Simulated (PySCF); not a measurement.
C3H9GeNO (SMILES C[O][Ge][N](C)C), singlet, geometry from GFN2-xTB; CASCI(2,3)/STO-3G (PySCF).

Here is a job for PySCF.
```python
from pyscf import gto, scf, mcscf
import numpy

mol = gto.Mole()
mol.atom = '''
    Ge    0.49046528   -0.75415381    0.23101887
    O     1.55846973    0.37299052   -0.59102771
    C     1.80928574    1.59126538   -1.24035425
    H     1.60770621    2.43762203   -0.57842705
    H     2.86310201    1.61674955   -1.53151290
    H     1.19462452    1.69096135   -2.13888294
    N    -1.19169197    0.02263940    0.30463033
    C    -1.64397813    1.30112519   -0.18738225
    C    -2.26110621   -0.71526901    0.94080508
    H    -2.44430673    1.17947923   -0.92767791
    H    -2.03251856    1.92380182    0.62789158
    H    -0.81202938    1.82010262   -0.65593945
    H    -2.66830084   -0.16249381    1.79497976
    H    -3.08029919   -0.90719629    0.23861631
    H    -1.87398943   -1.67123404    1.29574663
'''
mol.basis = 'sto-3g'
mol.verbose = 4
mol.build()

mf = scf.RHF(mol)
mf.kernel()
mc = mcscf.CASCI(mf, 3, 2)
mc.fix_spin_(ss=0.0)
mc.kernel()
occ = numpy.linalg.eigvalsh(mc.fcisolver.make_rdm1(mc.ci, mc.ncas, mc.nelecas))[::-1]
ss = mc.fcisolver.spin_square(mc.ci, mc.ncas, mc.nelecas)[0]
print('natural occupations', occ.round(4), ' <S^2>', round(ss, 4))
```

The log (banner, timings and long lists left out):

```
PySCF version 2.14.0

[INPUT] verbose = 4
[INPUT] num. atoms = 15
[INPUT] num. electrons = 74
[INPUT] charge = 0
[INPUT] spin (= nelec alpha-beta = 2S) = 0
[INPUT] symmetry False subgroup None
[INPUT] Mole.unit = angstrom
[INPUT] Symbol           X                Y                Z      unit          X                Y                Z       unit  Magmom
[INPUT]  1 Ge     0.490465280000  -0.754153810000   0.231018870000 AA    0.926845052808  -1.425144156697   0.436562393906 Bohr   0.0
[INPUT]  2 O      1.558469730000   0.372990520000  -0.591027710000 AA    2.945080963125   0.704849929859  -1.116880503929 Bohr   0.0
[INPUT]  3 C      1.809285740000   1.591265380000  -1.240354250000 AA    3.419054529681   3.007055759702  -2.343929829940 Bohr   0.0
[INPUT]  4 H      1.607706210000   2.437622030000  -0.578427050000 AA    3.038124425662   4.606438031906  -1.093068707540 Bohr   0.0
[INPUT]  5 H      2.863102010000   1.616749550000  -1.531512900000 AA    5.410478665592   3.055213861514  -2.894139937238 Bohr   0.0
[INPUT]  6 H      1.194624520000   1.690961350000  -2.138882940000 AA    2.257513164490   3.195453838725  -4.041902969105 Bohr   0.0
[INPUT]  7 N     -1.191691970000   0.022639400000   0.304630330000 AA   -2.251971448143   0.042782265624   0.575667892936 Bohr   0.0
[INPUT]  8 C     -1.643978130000   1.301125190000  -0.187382250000 AA   -3.106668420475   2.458770262873  -0.354101133105 Bohr   0.0
[INPUT]  9 C     -2.261106210000  -0.715269010000   0.940805080000 AA   -4.272871475453  -1.351662534289   1.777863937800 Bohr   0.0
[INPUT] 10 H     -2.444306730000   1.179479230000  -0.927677910000 AA   -4.619070284131   2.228892714313  -1.753057181709 Bohr   0.0
[INPUT] 11 H     -2.032518560000   1.923801820000   0.627891580000 AA   -3.840903421495   3.635458557740   1.186543122120 Bohr   0.0
[INPUT] 12 H     -0.812029380000   1.820102620000  -0.655939450000 AA   -1.534513133300   3.439495470403  -1.239545914798 Bohr   0.0
[INPUT] 13 H     -2.668300840000  -0.162493810000   1.794979760000 AA   -5.042357805547  -0.307068797837   3.392020145538 Bohr   0.0
[INPUT] 14 H     -3.080299190000  -0.907196290000   0.238616310000 AA   -5.820921850820  -1.714352529322   0.450919474754 Bohr   0.0
[INPUT] 15 H     -1.873989430000  -1.671234040000   1.295746630000 AA   -3.541326783030  -3.158174625650   2.448606257528 Bohr   0.0

nuclear repulsion = 457.363709862631
number of shells = 32
number of NR pGTOs = 156
number of NR cGTOs = 52
basis = sto-3g
ecp = {}

******** <class 'pyscf.scf.hf.RHF'> ********
method = RHF
initial guess = minao
damping factor = 0
level_shift factor = 0
DIIS = <class 'pyscf.scf.diis.CDIIS'>
diis_start_cycle = 1
diis_space = 8
diis_damp = 0
SCF conv_tol = 1e-09
SCF conv_tol_grad = None
SCF max_cycles = 50
direct_scf = True
direct_scf_tol = 1e-13
Set gradient conv threshold to 3.16228e-05
Initial guess from minao.
init E= -2294.82975314967
  HOMO = -0.366206256229007  LUMO = -0.189241169338339  gap/eV = 4.81547
cycle= 1 E= -2296.60496742468  delta_E= -1.78  |g|= 0.645  |ddm|= 4.64
  HOMO = -0.120755704852577  LUMO = 0.306733541764504  gap/eV = 11.63257
cycle= 2 E= -2296.76699026856  delta_E= -0.162  |g|= 0.262  |ddm|= 1.28
  HOMO = -0.211800891843428  LUMO = 0.24951646027393  gap/eV = 12.55308
cycle= 3 E= -2296.78912512174  delta_E= -0.0221  |g|= 0.0695  |ddm|= 0.45
  HOMO = -0.240097569714913  LUMO = 0.227047733028774  gap/eV = 12.71167
cycle= 4 E= -2296.7919738856  delta_E= -0.00285  |g|= 0.0235  |ddm|= 0.152
  HOMO = -0.241540779371924  LUMO = 0.22619080830578  gap/eV = 12.72762
cycle= 5 E= -2296.7923930048  delta_E= -0.000419  |g|= 0.00709  |ddm|= 0.0648
  HOMO = -0.240761319292238  LUMO = 0.226478820386307  gap/eV = 12.71425
cycle= 6 E= -2296.79246166211  delta_E= -6.87e-05  |g|= 0.00274  |ddm|= 0.0289
  HOMO = -0.240856928681227  LUMO = 0.226398699948411  gap/eV = 12.71467
cycle= 7 E= -2296.79246988546  delta_E= -8.22e-06  |g|= 0.000622  |ddm|= 0.0116
  HOMO = -0.240854465712748  LUMO = 0.226396060639869  gap/eV = 12.71453
cycle= 8 E= -2296.79247023703  delta_E= -3.52e-07  |g|= 0.000158  |ddm|= 0.00211
  HOMO = -0.240842262919981  LUMO = 0.226407035695431  gap/eV = 12.71450
cycle= 9 E= -2296.79247026622  delta_E= -2.92e-08  |g|= 4.12e-05  |ddm|= 0.000633
  HOMO = -0.240839275029031  LUMO = 0.226408125826304  gap/eV = 12.71445
cycle= 10 E= -2296.79247026833  delta_E= -2.11e-09  |g|= 1.01e-05  |ddm|= 0.00016
  HOMO = -0.240841095565488  LUMO = 0.226406768395364  gap/eV = 12.71446
cycle= 11 E= -2296.79247026845  delta_E= -1.26e-10  |g|= 1.32e-06  |ddm|= 4.56e-05
  HOMO = -0.240841346171952  LUMO = 0.226406494770286  gap/eV = 12.71446
Extra cycle  E= -2296.79247026846  delta_E= -9.09e-13  |g|= 5.38e-07  |ddm|= 2.68e-06
converged SCF energy = -2296.79247026846

******** <class 'pyscf.mcscf.casci.CASCI'> ********
CAS (1e+1e, 3o), ncore = 36, nvir = 13
natorb = False
canonicalization = True
sorting_mo_energy = False
******** <class 'pyscf.fci.addons.SpinPenaltyFCISolver'> ********
max. cycles = 200
conv_tol = 1e-08
davidson only = True
linear dependence = 1e-12
level shift = 0.001
max iter space = 12
nroots = 1
pspace_size = 400
spin = None
Density matrix diagonal elements [1.97505722 0.02078816 0.00415462]
CASCI converged
CASCI E = -2296.79908091638  E(CI) = -0.868998855644350  S^2 = 0.0000000
natural occupations [1.9751 0.0208 0.0041]  <S^2> 0.0
```
